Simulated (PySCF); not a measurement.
**Exercise with solution: oscillator strength and radiative lifetime**

Al(AsH2)(F)(H) (AlAsFH₃), SMILES [F][AlH][AsH2].

Coordinates come from a PBE0-D3(BJ)/def2-TZVP optimisation. A frequency run showed that this geometry is not a minimum.

TDA-B3LYP/def2-SVPD in PySCF puts the first singlet state with f over 0.02 at 5.91 eV (vertical), with the transition dipole (-0.029, -1.135, 0.000) in atomic units.

Find the oscillator strength, the wavelength and the radiative lifetime that this transition would have in vacuum if emission retraced absorption.


|μ|² = 1.2891 au, so |μ| = 2.89 D. ΔE = 5.91/27.211 = 0.2172 hartree. f = (2/3) ΔE |μ|² = 0.187 (the program prints 0.187).
λ = 1239.84/5.91 = 210 nm; ν = 47667 cm⁻¹.
Einstein's coefficient A = 0.6670 ν² f s⁻¹ (ν in cm⁻¹) = 2.8e8 s⁻¹, so τ = 1/A = 3.5 ns. This state is S3; the lower singlets have f = 0.001, 0.000. The figure is the radiative limit of this one transition; relaxation, internal conversion, crossing to triplets and a medium change what is measured.
